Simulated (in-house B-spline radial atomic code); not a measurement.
Configurations of V III (V2+), with energies counted from [Ar] 3d3. Level of theory: non-relativistic B3LYP, spin-polarised, spherical fractional occupations, exact exchange averaged over the configuration, point nucleus; calculated with a B-spline radial code for spherical atoms. Shells without spins written out take the highest spin.

Occupations are held fixed; configurations that lie above the ionisation limit could autoionise.

```json
{"configuration": "[Ar] 3d2 4s1", "E - E(ref) (eV)": "5.7823", "highest orbital": "4s up", "its <r> (bohr)": "2.674"}
{"configuration": "[Ar] 3d2 4p1", "E - E(ref) (eV)": "11.012", "highest orbital": "4p up", "its <r> (bohr)": "3.081"}
{"configuration": "[Ne] 3s2 3p5 3d3 4s1", "E - E(ref) (eV)": "42.209", "highest orbital": "4s up", "its <r> (bohr)": "2.646"}
```

**Question.** Order these further configurations by energy, lowest first.
A. [Ne] 3s2 3p5 3d3 4p1
B. [Ar] 3d2 4f1
C. [Ne] 3s2 3p5 3d4
D. [Ne] 3s2 3p5 3d3 4f1

**Answer.** B (22.039 eV), C (35.179 eV), A (47.521 eV), D (58.74 eV).
